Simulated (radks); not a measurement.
The nuclear charge of the iron ion Fe+ is varied continuously with 25 electrons held in [Ar] 3d6 4s1. Calculated with a radial shooting solver on a logarithmic mesh with Libxc functionals: scalar-relativistic Kohn-Sham, BLYP, spin-polarised, spherical densities, finite nucleus; open shells are filled with parallel spins first; Fermi nuclear charge, rms radius 3.7377 fm. By the Hellmann-Feynman theorem dE/dZ = E(electron-nucleus)/Z, the electronic potential at the nucleus (averaged over a nucleus of fixed radius). The scalar-relativistic energy here is not variational (the density holds large components alone), so the two differ by a part that grows with Z.

| Z | E (hartree) | E(electron-nucleus)/Z (hartree) | HOMO | e(HOMO) (eV) | <r> HOMO (bohr) |
|---|---|---|---|---|---|
| 25.5 | -1214.92689 | -113.775 | 3d | -6.593 | 1.308 |
| 26 | -1272.60474 | -116.746 | 4s | -12.938 | 2.653 |
| 26.5 | -1331.76849 | -119.706 | 4s | -18.166 | 2.454 |
| 27 | -1392.41404 | -122.660 | 4s | -23.978 | 2.290 |

The central difference of E at Z = 26 is -116.842 hartree, to compare with the third column; the second derivative is -5.94 hartree.
